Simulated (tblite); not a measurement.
C₄H₁₂Ge, charge -1, doublet, at a GFN2-xTB geometry (a state made from the parent by changing its charge; the spin is typed, not shown lowest); GFN1-xTB with ALPB(water) (tblite).

tblite was given this input:
```
$ tblite run mol.xyz --method gfn1 --charge -1 --spin 1 --alpb water --json tblite.json --no-restart

# file mol.xyz
17

C     -0.18628611    -1.92257854    -1.31585367
Ge    -0.04310753     0.11793310    -0.29813758
C      0.04327048     2.31383916     0.32673790
C     -1.37936622    -0.38228772     1.16976313
C      1.65483068    -0.37132498     0.73538698
H     -1.14334550    -2.03132044    -1.82015718
H     -0.09247176    -2.70019536    -0.56464315
H      0.60895256    -2.03958462    -2.04793934
H      0.21284443     2.37088112     1.39715706
H     -0.89216839     2.81440344     0.08917968
H      0.85304361     2.82552521    -0.18761060
H     -2.41225755    -0.24277892     0.84957366
H     -1.26937828    -1.42571518     1.45829435
H     -1.23161890     0.22796698     2.05844812
H      1.67131249    -1.43087593     0.98253315
H      2.55884440    -0.15825181     0.16424119
H      1.72099073     0.19019873     1.66511944
```

Question: Write the output that tblite gives for this input, abridged.

Answer: 
```
xTB calculator
 | screened Coulomb repulsion
 | Coulomb electrostatics
 |  * isotropic Klopman-Ohno-Mataga-Nishimoto electrostatics
 |  * onsite third-order electrostatics
 | DFT-D3(BJ) dispersion correction
 | Interactions (3)
 | [1] alpb/gbsa reaction field model
 | [2] cds contribution to solvation
 | [3] empirical free energy shift and standard state/solvent correction

halogen bonding energy    0.0000000000000E+00 Eh
repulsion energy          2.1250026435865E-01 Eh
dispersion energy        -5.9920390539540E-03 Eh
interaction energy        1.9282514966014E-03 Eh
number of electrons       3.3000000000000E+01 e
integral cutoff           4.0000000000000E+01 bohr

------------------------------------------------------------
  cycle        total energy    energy error   density error
------------------------------------------------------------
      1     -16.67489347980  -1.6883330E+01   5.3906555E-01
      2     -16.72384347482  -4.8949995E-02   3.0962621E-01
      3     -16.60787196189   1.1597151E-01   1.8662246E-01
      4     -16.78485101318  -1.7697905E-01   2.7697997E-02
      5     -16.78563020934  -7.7919616E-04   2.1185172E-02
      6     -16.78624274510  -6.1253576E-04   1.0846057E-02
      7     -16.78641676192  -1.7401682E-04   4.5059833E-03
      8     -16.78645122912  -3.4467203E-05   6.6876265E-05
      9     -16.78645122992  -7.9694829E-10   1.8406831E-05
------------------------------------------------------------

electronic energy        -1.6994887706722E+01 Eh
total energy             -1.6786451229920E+01 Eh

Post processing:
 | Mayer-Wiberg bond orders

[Info] JSON dump of results written to 'tblite.json'
```
